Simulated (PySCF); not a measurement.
**Worked example: oscillator strength and radiative lifetime**

CrO2Cl2, SMILES [O]=[Cr](=[O])([Cl])[Cl], multiplicity 1.

Coordinates come from a PBE-D3(BJ)/def2-SVP optimisation. The spin state was assumed, not searched. The isomer is the one that the SMILES or the coordinates give; other isomers of the formula were not compared.

TDA-PBE/def2-SVPD (PySCF) puts the first singlet state with f over 0.02 at 3.33 eV (vertical), with the transition dipole (0.728, 0.000, 0.000) in atomic units.

Problem. Find the oscillator strength, the wavelength and the radiative lifetime that this transition would have in vacuum if emission retraced absorption.

Solution. 
|μ|² = 0.5300 au, so |μ| = 1.85 D. ΔE = 3.33/27.211 = 0.1224 hartree. f = (2/3) ΔE |μ|² = 0.043 (the program prints 0.043).
λ = 1239.84/3.33 = 372 nm; ν = 26858 cm⁻¹.
Einstein's coefficient A = 0.6670 ν² f s⁻¹ (ν in cm⁻¹) = 2.1e7 s⁻¹, so τ = 1/A = 48 ns. This state is S6; the lower singlets have f = 0.000, 0.001, 0.007, 0.001, 0.002. The figure is the radiative limit of this one transition; relaxation, internal conversion, crossing to triplets and a medium change what is measured.
